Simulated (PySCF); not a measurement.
Al(Cl)2(SMe) (CH3AlCl2S), SMILES C[S][Al]([Cl])[Cl].

Geometry optimised at B3LYP-D3(BJ)/def2-SVP. The values are those of a single conformer.

All values below come from PySCF with TDA-PBE/def2-SVPD.

Vertical excitations. Isolated molecule, no solvent. State labels are in the subgroup Cs.

```tsv
state	symmetry	energy (eV)	λ (nm)	f	main pairs
S1	A"	4.58	271	0.017	HOMO→LUMO 99 %
S2	A'	5.24	237	0.034	HOMO→LUMO+1 79 %, HOMO−1→LUMO 19 %
S3	A"	5.57	222	0.001	HOMO→LUMO+2 97 %
S4	A'	6.09	204	0.042	HOMO−2→LUMO 81 %, HOMO−1→LUMO 14 %
S5	A"	6.10	203	0.003	HOMO−1→LUMO+1 96 %
S6	A'	6.18	201	0.230	HOMO−1→LUMO 59 %, HOMO−2→LUMO 18 %, HOMO→LUMO+1 12 %
S7	A"	6.30	197	0.000	HOMO−3→LUMO 99 %
S8	A"	6.34	195	0.000	HOMO−2→LUMO+1 99 %
S9	A'	6.58	189	0.017	HOMO−4→LUMO 97 %
S10	A"	6.66	186	0.008	HOMO→LUMO+3 99 %
T1	A"	4.28	290	0	HOMO→LUMO 99 %
T2	A'	4.45	278	0	HOMO→LUMO+1 98 %
T3	A"	5.09	244	0	HOMO→LUMO+2 99 %
T4	A'	5.42	229	0	HOMO−1→LUMO 97 %
```
Triplets are in the Tamm–Dancoff approximation.
